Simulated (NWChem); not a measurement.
Program: NWChem. System: HS$_{2}$, charge 0, spin multiplicity 2, at a geometry optimised with UB3LYP/def2-SVP. The structure started from a generated list of species. Its SCF solution wasn't tested for a lower state. Level: ROCCSD(T)/def2-TZVP, 10 core orbitals frozen.

Job file:

```
start mol
memory heap 100 mb stack 700 mb global 1900 mb
geometry units angstroms nocenter noautoz
  S      0.433780     0.945410     0.000000
  S     -0.470909    -0.839292     0.000000
  H      0.594054    -1.697873     0.000000
  symmetry group Cs
end
basis spherical
  * library def2-tzvp
end
scf
  rohf
  nopen 1
  maxiter 100
  thresh 1e-7
  semidirect memsize 60000000 filesize 0
  # guess.movecs holds the orbitals of an unrestricted PBE0 run
  vectors input guess.movecs output mol.movecs
end
tce
  freeze core 10
  ccsd(t)
  2eorb
  2emet 13
  thresh 1e-6
  maxiter 100
  tilesize 24
end
task tce energy
```

Output (cleaned and shortened):

```
             Northwest Computational Chemistry Package (NWChem) 7.3.0
             --------------------------------------------------------

                                NWChem Input Module
                                -------------------

 Scaling coordinates for geometry "geometry" by  1.889725989
 (inverse scale =  0.529177249)

 Turning off AUTOSYM since
 SYMMETRY directive was detected!

                             Geometry "geometry" -> ""
                             -------------------------

 Output coordinates in angstroms (scale by  1.889725989 to convert to a.u.)

  No.       Tag          Charge          X              Y              Z
 ---- ---------------- ---------- -------------- -------------- --------------
    1 S                   16.0000     0.43378000     0.94541000     0.00000000
    2 S                   16.0000    -0.47090900    -0.83929200     0.00000000
    3 H                    1.0000     0.59405400    -1.69787300     0.00000000

 Effective nuclear repulsion energy (a.u.)      77.0907095031

            Nuclear Dipole moment (a.u.)
            ----------------------------
        X                 Y               Z
 ---------------- ---------------- ----------------
    -0.0000188973     0.0000283459     0.0000000000

      Symmetry information
      --------------------

 Group name             Cs
 Group number              2
 Group order               2
 No. of unique centers     3

      Symmetry unique atoms

     1    2    3


 Summary of "ao basis" -> "" (spherical)
 ------------------------------------------------------------------------------
       Tag                 Description            Shells   Functions and Types
 ---------------- ------------------------------  ------  ---------------------
 *                         def2-tzvp                  on all atoms

 Summary of "ao basis" -> "ao basis" (spherical)
 ------------------------------------------------------------------------------
       Tag                 Description            Shells   Functions and Types
 ---------------- ------------------------------  ------  ---------------------
 S                         def2-tzvp                13       37   5s5p2d1f
 H                         def2-tzvp                 4        6   3s1p

                                 NWChem SCF Module
                                 -----------------

  ao basis        = "ao basis"
  functions       =    80
  atoms           =     3
  closed shells   =    16
  open shells     =     1
  charge          =   0.00
  wavefunction    = ROHF
  use symmetry    = T
  symmetry adapt  = T

 Summary of "ao basis" -> "ao basis" (spherical)
 ------------------------------------------------------------------------------
       Tag                 Description            Shells   Functions and Types
 ---------------- ------------------------------  ------  ---------------------
 S                         def2-tzvp                13       37   5s5p2d1f
 H                         def2-tzvp                 4        6   3s1p

      Symmetry analysis of basis
      --------------------------

        a'         55
        a"         25

 Forming initial guess at       0.0s

      Symmetry analysis of molecular orbitals - initial
      -------------------------------------------------

  Numbering of irreducible representations:

     1 a'          2 a"

  Orbital symmetries:

     1 a'          2 a'          3 a'          4 a'          5 a'
     6 a"          7 a'          8 a"          9 a'         10 a'
    11 a'         12 a'         13 a'         14 a'         15 a"
    16 a'         17 a"         18 a'         19 a'         20 a'
    21 a'         22 a"         23 a'         24 a'         25 a"
    26 a"         27 a'

 Starting SCF solution at       0.1s

 ----------------------------------------------
         Quadratically convergent ROHF

 Convergence threshold     :          1.000E-07
 Maximum no. of iterations :          100
 Final Fock-matrix accuracy:          1.000E-09
 ----------------------------------------------

              iter       energy          gnorm     gmax       time
             ----- ------------------- --------- --------- --------
                 1     -795.6180344859  1.11D+00  4.63D-01      0.7
                 2     -795.6405633360  2.10D-01  6.26D-02      0.8
                 3     -795.6495939939  7.07D-02  2.07D-02      1.2
                 4     -795.6503450130  5.12D-03  2.63D-03      1.4
                 5     -795.6503656022  9.48D-05  3.99D-05      1.8
                 6     -795.6503656079  3.16D-08  1.36D-08      2.4

       Final ROHF results
       ------------------

         Total SCF energy =   -795.650365607865
      One-electron energy =  -1253.309556538878
      Two-electron energy =    380.568481427873
 Nuclear repulsion energy =     77.090709503141

        Time for solution =      2.4s

       Symmetry analysis of molecular orbitals - final
       -----------------------------------------------

  Numbering of irreducible representations:

     1 a'          2 a"

  Orbital symmetries:

     1 a'          2 a'          3 a'          4 a'          5 a'
     6 a'          7 a"          8 a'          9 a"         10 a'
    11 a'         12 a'         13 a'         14 a'         15 a"
    16 a'         17 a"         18 a'         19 a'         20 a'
    21 a'         22 a'         23 a"         24 a'         25 a'
    26 a"         27 a"

             Final eigenvalues
             -----------------

              1
    1  -92.0057
    2  -91.9922
    3   -9.0075
    4   -8.9943
[...]
    54      0.492047  2 S  pz                57      0.324910  2 S  pz
    51      0.214844  2 S  pz                17      0.180651  1 S  pz
    45     -0.172302  2 S  pz

 Vector   16  Occ=2.000000D+00  E=-3.802464D-01  Symmetry=a'
              MO Center=  3.0D-01,  5.9D-01,  1.6D-15, r^2= 2.2D+00
   Bfn.  Coefficient  Atom+Function         Bfn.  Coefficient  Atom+Function
  ----- ------------  ---------------      ----- ------------  ---------------
    15      0.474006  1 S  px                18      0.343205  1 S  px
    12      0.213367  1 S  px                16     -0.177405  1 S  py
     6     -0.166876  1 S  px                52     -0.152639  2 S  px

 Vector   17  Occ=1.000000D+00  E=-1.883571D-01  Symmetry=a"
              MO Center=  3.1D-01,  6.8D-01, -1.9D-14, r^2= 2.1D+00
   Bfn.  Coefficient  Atom+Function         Bfn.  Coefficient  Atom+Function
  ----- ------------  ---------------      ----- ------------  ---------------
    17      0.544183  1 S  pz                20      0.361923  1 S  pz
    14      0.235226  1 S  pz                57     -0.233074  2 S  pz
    54     -0.230058  2 S  pz                 8     -0.184489  1 S  pz

 Vector   18  Occ=0.000000D+00  E= 1.131179D-01  Symmetry=a'
              MO Center=  9.1D-02, -3.4D-01,  1.3D-14, r^2= 5.3D+00
   Bfn.  Coefficient  Atom+Function         Bfn.  Coefficient  Atom+Function
  ----- ------------  ---------------      ----- ------------  ---------------
    42      1.300633  2 S  s                  5     -0.884729  1 S  s
    19      0.852353  1 S  py                77     -0.712285  3 H  s
    55      0.696644  2 S  px                56      0.619424  2 S  py
    18      0.371304  1 S  px                16      0.297136  1 S  py
    53      0.202039  2 S  py                52      0.172772  2 S  px

 Vector   19  Occ=0.000000D+00  E= 1.307886D-01  Symmetry=a'
              MO Center=  2.3D-01, -1.1D+00,  7.6D-15, r^2= 4.3D+00
   Bfn.  Coefficient  Atom+Function         Bfn.  Coefficient  Atom+Function
  ----- ------------  ---------------      ----- ------------  ---------------
    77      1.618494  3 H  s                 56      1.144308  2 S  py
     5     -0.569201  1 S  s                 55     -0.504356  2 S  px
    42     -0.447971  2 S  s                 18      0.389941  1 S  px
    19      0.367407  1 S  py                53      0.210988  2 S  py

 Vector   20  Occ=0.000000D+00  E= 3.014659D-01  Symmetry=a'
              MO Center=  6.0D-02, -7.6D-01, -5.2D-15, r^2= 5.6D+00
   Bfn.  Coefficient  Atom+Function         Bfn.  Coefficient  Atom+Function
  ----- ------------  ---------------      ----- ------------  ---------------
    77      0.912199  3 H  s                 76     -0.796764  3 H  s
    56     -0.679850  2 S  py                19      0.643143  1 S  py
    53      0.400638  2 S  py                16     -0.261551  1 S  py
    15     -0.213266  1 S  px                18      0.157975  1 S  px

 center of mass
 --------------
 x =  -0.01711870 y =   0.04892637 z =   0.00000000

 moments of inertia (a.u.)
 ------------------
         192.694306397760         -88.372355640429           0.000000000000
         -88.372355640429          48.053435557520           0.000000000000
           0.000000000000           0.000000000000         240.747741955280

  Mulliken analysis of the total density
  --------------------------------------

    Atom       Charge   Shell Charges
 -----------   ------   -------------------------------------------------------
    1 S   16    16.07   2.01  0.49  1.48  1.10  0.84  4.17  1.70  0.84  2.24  1.10  0.02  0.07  0.01
    2 S   16    16.09   2.01  0.49  1.48  1.07  0.78  4.18  1.69  0.86  2.33  1.04  0.05  0.12  0.01
    3 H    1     0.84   0.23  0.50  0.09  0.02

 Mulliken analysis of the open-shell density
 -------------------------------------------

    Atom       Charge   Shell Charges
 -----------   ------   -------------------------------------------------------
    1 S   16     0.86   0.00  0.00  0.00  0.00 -0.00  0.02 -0.02  0.15  0.47  0.24  0.00  0.00  0.00
    2 S   16     0.14   0.00  0.00 -0.00  0.00 -0.00  0.00 -0.00  0.03  0.07  0.03  0.00  0.01  0.00
    3 H    1     0.00   0.00 -0.00  0.00  0.00

       Multipole analysis of the density wrt the origin
       ------------------------------------------------

     L   x y z        total         open         nuclear
     -   - - -        -----         ----         -------
     0   0 0 0     -0.000000     -1.000000     33.000000

     1   1 0 0      0.211987     -0.582207     -0.000019
     1   0 1 0     -0.435588     -1.293602      0.000028
     1   0 0 1     -0.000000      0.000000      0.000000

     2   2 0 0    -20.355984     -1.806899     24.681861
     2   1 1 0     -0.468116     -1.786737     42.412293
     2   1 0 1      0.000000     -0.000000      0.000000
     2   0 2 0    -17.915081     -4.750715    101.611602
     2   0 1 1      0.000000     -0.000000      0.000000
     2   0 0 2    -20.186146     -2.927891      0.000000

                   NWChem Extensible Many-Electron Theory Module
                   ---------------------------------------------


            General Information
            -------------------
      Number of processors :     1
         Wavefunction type : Restricted open-shell Hartree-Fock
          No. of electrons :    33
           Alpha electrons :    17
            Beta electrons :    16
           No. of orbitals :   160
            Alpha orbitals :    80
             Beta orbitals :    80
        Alpha frozen cores :    10
         Beta frozen cores :    10
     Alpha frozen virtuals :     0
      Beta frozen virtuals :     0
         Spin multiplicity : doublet
    Number of AO functions :    80
       Number of AO shells :    30
        Use of symmetry is : on
      Symmetry adaption is : on
         Schwarz screening : 0.10D-09

          Correlation Information
          -----------------------
          Calculation type : Coupled-cluster singles & doubles w/ perturbation
   Perturbative correction : (T)
            Max iterations :      100
        Residual threshold : 0.10D-05
     T(0) DIIS level shift : 0.00D+00
     L(0) DIIS level shift : 0.00D+00
     T(1) DIIS level shift : 0.00D+00
     L(1) DIIS level shift : 0.00D+00
     T(R) DIIS level shift : 0.00D+00
     T(I) DIIS level shift : 0.00D+00
   CC-T/L Amplitude update :  5-th order DIIS
                I/O scheme : Global Array Library
        L-threshold :  0.10D-05
        EOM-threshold :  0.10D-05
 no EOMCCSD initial starts read in
 TCE RESTART OPTIONS
 SLICE:      F
 D4D5:       F
 quantumc:   F
 qrotation:  F
 pwtce:      F
 qducc:      F
 nacto:                         0
 nrotv:                         0
 nrot:                          0

            Memory Information
            ------------------
          Available GA space size is     249024000 doubles
          Available MA space size is     104852588 doubles

 Maximum block size supplied by input
 Maximum block size        24 doubles

 tile_dim =     21

 -------------------------------------------------
   1    alpha     a'     5 doubles       0       1
   2    alpha     a"     1 doubles       5       2
   3    alpha     a"     1 doubles       6       3
   4    beta      a'     5 doubles       7       4
   5    beta      a"     1 doubles      12       5
   6    alpha     a'    21 doubles      13       6
   7    alpha     a'    21 doubles      34       7
   8    alpha     a"    21 doubles      55       8
   9    beta      a'    21 doubles      76       9
  10    beta      a'    21 doubles      97      10
  11    beta      a"     1 doubles     118      11
  12    beta      a"    21 doubles     119      12

 Global array virtual files algorithm will be used

 Parallel file system coherency ......... OK

 4-electron integrals stored in orbital form

 v2    file size   =          3274891
 4-index algorithm nr.  13 is used
 imaxsize =       30
 imaxsize ichop =        0


CCSD iterations
 ---------------------------------------------------------
 Iter          Residuum       Correlation     Cpu    Wall
 ---------------------------------------------------------
    1   0.1548209256993  -0.3323543850251     0.3     0.3
    2   0.0392980757720  -0.3523287743934     0.3     0.3
    3   0.0169427616685  -0.3595173996561     0.3     0.3
    4   0.0063369013045  -0.3614460190780     0.3     0.3
    5   0.0061669319975  -0.3618960856130     0.3     0.3
    6   0.0023000999900  -0.3623964543124     0.3     0.3
    7   0.0019925898956  -0.3624931932760     0.3     0.3
    8   0.0008305796866  -0.3625331205960     0.3     0.3
    9   0.0010086784587  -0.3625398726161     0.3     0.3
   10   0.0003761564952  -0.3625806316657     0.3     0.3
   11   0.0000768254026  -0.3626132241864     0.3     0.3
   12   0.0000418552646  -0.3626171241356     0.3     0.3
   13   0.0000180104180  -0.3626193764507     0.3     0.3
   14   0.0000178130105  -0.3626188476997     0.3     0.3
   15   0.0000071436641  -0.3626196813901     0.3     0.3
   16   0.0000034096349  -0.3626195669915     0.3     0.3
   17   0.0000030221652  -0.3626196015348     0.3     0.3
   18   0.0000012553517  -0.3626197179601     0.3     0.3
   19   0.0000016018889  -0.3626196888067     0.3     0.3
   20   0.0000006275243  -0.3626197655335     0.3     0.3
 -----------------------------------------------------------------
 Iterations converged
 CCSD correlation energy / hartree =        -0.362619765533546
 CCSD total energy / hartree       =      -796.012985373398010

 Singles contributions
    17a"  (beta ) ---    15a"  (beta )        0.1362487993

 Doubles contributions
 CCSD(T)
 Using plain CCSD(T) code
             total no. of tasks          366
 total no. of tasks / no. procs          366
                         wl_min            1           1.0
                         wl_max      1157625          10.2
        thresh for no. of tasks          366

 CCSD[T]  correction energy / hartree =        -0.018983679408232
 CCSD[T] correlation energy / hartree =        -0.381603444941778
 CCSD[T] total energy / hartree       =      -796.031969052806289
 CCSD(T)  correction energy / hartree =        -0.018326495521620
 CCSD(T) correlation energy / hartree =        -0.380946261055166
 CCSD(T) total energy / hartree       =      -796.031311868919602

 Task  times  cpu:       19.5s     wall:       19.5s

 Total times  cpu:       19.5s     wall:       19.5s
```
